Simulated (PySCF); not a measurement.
**Frontier orbitals and the lowest excitations**

Species: C₅H₄F₃P.
Cartesian coordinates in Å at the GFN2-xTB level; atoms count from 1:
```
atom  x, y, z in Å
F1    -1.4827   -1.4532    1.8558
C2    -1.2389   -0.1706    1.5483
F3    -2.4362    0.3883    1.2748
F4    -0.8120    0.4197    2.6802
C5    -0.2790   -0.0087    0.4280
C6     0.3831   -1.0077   -0.1951
C7     1.2518   -0.5431   -1.2396
C8     1.2489    0.7953   -1.3987
P9     0.2744    1.6282   -0.1299
H10    0.2645   -2.0525    0.0421
H11    1.8257   -1.2290   -1.8405
H12    1.8389    1.3320   -2.1217
H13   -0.8429    1.9017   -0.9215
```

Level of theory: PySCF 2.14.0, density-fitted response routines, TDDFT PBE0/def2-SVPD, vertical, gas phase, core orbitals frozen in the response.

Frontier orbitals with the atoms that hold most of them (Löwdin shares over 4%, at most four atoms; ? is withheld):

```json
{"orbital": "LUMO+2", "ε (eV)": "0.48", "atoms": "P9 29%, C8 12%, H13 12%, C5 10%"}
{"orbital": "LUMO+1", "ε (eV)": "0.29", "atoms": "P9 48%, C8 14%, C5 10%, H13 9%"}
{"orbital": "LUMO", "ε (eV)": "-1.97", "atoms": "C8 19%, C5 18%, C6 17%, C7 14%"}
{"orbital": "HOMO", "ε (eV)": "-7.51", "atoms": "?"}
{"orbital": "HOMO-1", "ε (eV)": "-7.98", "atoms": "?"}
{"orbital": "HOMO-2", "ε (eV)": "-9.98", "atoms": "P9 19%, C7 18%, C6 18%, C8 13%"}
{"orbital": "HOMO-3", "ε (eV)": "-10.42", "atoms": "P9 23%, C5 21%, C8 21%, F1 9%"}
```

Problem. Give the leading atoms of the HOMO.

Solution. C8 (bonded to C, P and H) 27%; C5 (bonded to 2 C and P) 26%; C7 (bonded to 2 C and H) 18%; C6 (bonded to 2 C and H) 13%.

Problem. Give the leading atoms of the HOMO-1.

Solution. P9 (bonded to 2 C and H) 55%; C6 (bonded to 2 C and H) 10%; C5 (bonded to 2 C and P) 9%; C8 (bonded to C, P and H) 9%. By element: phosphorus 55%, carbon 28% or more.

Problem. The HOMO–LUMO gap is 5.53 eV. Where does the response calculation put the lowest singlet, and from which orbitals?

Solution. S1 is at 4.74 eV (f = 0.071), 0.79 eV below the gap, made of HOMO→LUMO (95%). Without the coupling terms of the response equations the lowest excitation would equal the gap.

Problem. Give energy, strength and leading configuration of S1, S2, S3 and S7, and follow the Löwdin shares of the leading atoms from the occupied to the empty orbital.

Solution. 
- S1 (4.74 eV, f 0.071), HOMO→LUMO (95%): C8 27% → 19%, C5 26% → 18%
- S2 (5.03 eV, f 0.084), HOMO-1→LUMO (93%): P9 55% → at most 15%, C6 10% → 17%, C8 9% → 19%, C5 9% → 18%
- S3 (6.40 eV, f 0.0027), HOMO→LUMO+1 (92%): C8 27% → 14%, C5 26% → 10%, P9 at most 13% → 48%
- S7 (7.04 eV, f 0.061), HOMO-1→LUMO+1 (83%): P9 55% → 48%, C6 10% → at most 9%, C8 9% → 14%

Hardware: one thread, Intel Xeon Platinum 8259CL at 2.50 GHz (x86_64), no GPU, shared host. Cost: 48 s wall, 0.90 GiB resident at most.
